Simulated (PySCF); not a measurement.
# Do core-level shifts follow atomic charges?

C7H5O (charge +1).
Bonds: O1–C2 (triple), C2–C3, C3–C4 (aromatic), C4–C5 (aromatic), C5–C6 (aromatic), C6–C7 (aromatic), C7–C8 (aromatic), C3–C8 (aromatic). Hydrogens: H9 on C4; H10 on C5; H11 on C6; H12 on C7; H13 on C8.

Binding energies: delta-SCF UKS SCAN, pcX-2 on the ionised atom, pcseg-1 elsewhere, spin-free X2C in PySCF 2.14.0. Charges: PBE0/pcSseg-1 ground-state density, for the ionised atom.

| atom | environment | C 1s (eV) | Mulliken (e) | IAO (e) | Hirshfeld (e) | ESP (e) |
| --- | --- | --- | --- | --- | --- | --- |
| C5 | aromatic CH carbon | 295.80 | -0.063 | -0.116 | +0.005 | -0.108 |
| C6 | aromatic CH carbon | 295.90 | -0.004 | -0.048 | +0.048 | +0.046 |
| C4 | aromatic CH carbon | 296.34 | +0.095 | -0.075 | +0.023 | -0.107 |
| C3 | substituted aromatic carbon | 297.62 | -0.394 | -0.110 | +0.010 | -0.083 |
| C2 | triply bonded carbon | 300.88 | +0.608 | +0.604 | +0.377 | +0.588 |

Q: Give the correlation coefficient and slope of binding energy on charge for each scheme.

A: IAO: r = 0.92, slope 6.3 eV per e; Hirshfeld: r = 0.92, slope 12.3 eV per e; ESP: r = 0.90, slope 6.4 eV per e; Mulliken: r = 0.67, slope 3.9 eV per e. On 5 points no scheme stands out.

Q: The point-charge model writes a binding energy as kq + V + constant, with V the potential of the other atoms' charges at the site. What does it give with the Hirshfeld charges?

A: V = Σ 14.40 eV Å × q/r over all other atoms: +5.78 eV at C5, +5.17 eV at C6, +6.01 eV at C4, +7.30 eV at C3, +2.94 eV at C2. Fitting binding energy − V to q gives k = 21.3 eV per e and leaves an rms residual of 0.13 eV, against 0.74 eV for the fit on q alone. The model has no term for differences in relaxation between sites.

The unrestricted hole states depart most from a pure doublet (⟨S²⟩ = 0.75; over 0.85 named) for C 1s of C6 (0.87) and C 1s of C2 (0.99), which makes these values less certain. The species carries charge +1, so core ionisation leaves charge +2. Geometry: PBE0-D3(BJ)/def2-SVP; no solvent, vibrations or thermal averaging.
